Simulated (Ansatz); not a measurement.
CH₈OSi₂, SMILES `C[SiH2][SiH2]O`, relaxed with RKS PBE0-D4/def2-TZVP in the Gaussian-basis code of Ansatz from a PBE-D4/def2-SVP geometry. The force threshold is 0.005 eV/Å; the program also tests the step.

Total charge 0; spin multiplicity 1.

Start:

```xyz
12

C     1.840   -0.062    0.296
Si    0.223   -1.021    0.040
Si   -1.605    0.460    0.190
O    -1.404    1.706   -0.943
H     1.900    0.332    1.331
H     1.883    0.800   -0.399
H     2.725   -0.704    0.115
H     0.096   -2.149    1.034
H     0.214   -1.637   -1.341
H    -2.918   -0.271    0.012
H    -1.635    1.151    1.525
H    -1.318    1.393   -1.860
```

(1) How much energy does the relaxation release, and in how many steps? (An estimate is asked.)

(2) Which bonds change most? (Estimate.)

(3) Give the relaxed structure. (Estimate.)

## Answers

(1) Ansatz gave: 5.74 kJ/mol, in 9 steps.

(2) Ansatz gave: Si3–O4 from 1.696 to 1.658 Å; C1–Si2 from 1.897 to 1.877 Å; Si3–H10 from 1.513 to 1.494 Å; Si2–H9 from 1.512 to 1.494 Å.

(3) Computed: 
```xyz
12

C     1.876   -0.093    0.323
Si    0.250   -0.978    0.015
Si   -1.586    0.476    0.170
O    -1.512    1.693   -0.955
H     1.904    0.321    1.333
H     2.005    0.732   -0.382
H     2.721   -0.775    0.209
H     0.067   -2.090    0.993
H     0.255   -1.588   -1.348
H    -2.855   -0.301    0.035
H    -1.605    1.169    1.484
H    -1.520    1.434   -1.877
```
